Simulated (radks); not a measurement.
Problem. The mean radii <r> (bohr) of the occupied orbitals of an atom or ion are listed with their occupations. Calculated with a radial shooting solver on a logarithmic mesh with Libxc functionals: Dirac Kohn-Sham, AM05, spin-unpolarised, spherical densities, finite nucleus; Fermi nuclear charge, rms radius of each element as measured or else 0.836 A^(1/3) + 0.57 fm.

| orbital | occ. | <r> |
|---|---|---|
| 1s1/2 | 2 | 0.03346 |
| 2s1/2 | 2 | 0.1454 |
| 2p1/2 | 2 | 0.1237 |
| 2p3/2 | 4 | 0.1285 |
| 3s1/2 | 2 | 0.4029 |
| 3p1/2 | 2 | 0.3959 |
| 3p3/2 | 4 | 0.4066 |
| 3d3/2 | 4 | 0.3819 |
| 3d5/2 | 6 | 0.3854 |
| 4s1/2 | 2 | 1.003 |
| 4p1/2 | 2 | 1.076 |
| 4p3/2 | 4 | 1.103 |
| 4d3/2 | 1.6 | 1.361 |
| 4d5/2 | 2.4 | 1.371 |

Name the element and its charge. Open shells, if any, are shared by 2j + 1.

Solution. Z = 44, ruthenium, charge +4: Ru4+ in [Kr] 4d4. The 1s radius gives Z: for a bare nucleus <r> = (2 gamma + 1)/(2Z) with gamma = sqrt(1 - (Z/c)^2), 0.03289 bohr for Z = 44, and screening makes it slightly larger (0.03346 here). The occupations add up to 40, and the charge is Z minus that.
